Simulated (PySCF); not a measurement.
SMILES C([CH2])OC, doublet at its CAM-B3LYP/def2-SVP optimised geometry (Å):

```
11

C     -1.8953     0.5579     1.6266
C     -1.2335    -0.7197     1.2517
O      0.1599    -0.6254     1.1280
C      0.5873     0.0805     0.0000
H     -2.9678     0.6966     1.4728
H     -1.3549     1.2754     2.2493
H     -1.4115    -1.4825     2.0360
H     -1.6860    -1.1292     0.3230
H      0.2354     1.1292     0.0000
H      1.6860     0.0805     0.0000
H      0.2364    -0.3939    -0.9381
```

Computed with unrestricted CAM-B3LYP/def2-TZVP in PySCF. Cells within 0.4 Å of a nucleus heavier than hydrogen are left out (blank, or x).

Map of the Laplacian of the electron density (e/bohr⁵), clipped to [-1.50, 1.50] on the plane z = 0.0 Å:

```
|5555555555555555555555555555555|
|5555555555555555555555555555555|
|5555555555555555555555555555555|
|5555555555555555555555555555555|
|5555555555555555555555555555555|
|5555555555555555555555555555555|
|5555555555555555555555555555555|
|5555555555555555555555555555555|
|5555555555555555555555555555555|
|5555555555555555555555555555555|
|5555555555555555155555555555555|
|5555555555555552035655555555555|
|5555555555555554135665555555555|
|5555555555555565214555555555555|
|5555555555555565xxx230455555555|
|5555555555555566xxx020155555555|
|55555555555556665x9445555555555|
|5555555555555666666665555555555|
|5555555555555566666655555555555|
|5555555555555556665555555555555|
|5555555555555555555555555555555|
|5555555555555555555555555555555|
|5555555555555555555555555555555|
|5555555555555555555555555555555|
|5555555555555555555555555555555|
|5555555555555555555555555555555|
|5555555555555555555555555555555|
|5555555555555555555555555555555|
|5555555555555555555555555555555|
|5555555555555555555555555555555|
|5555555555555555555555555555555|
```
Scale: ten equal steps from -1.50 (start of '0') to 1.17 (end of '9'), in the order '0123456789'; x runs from -4.00 to 4.00, y from -4.00 (bottom) to 4.00 (top).
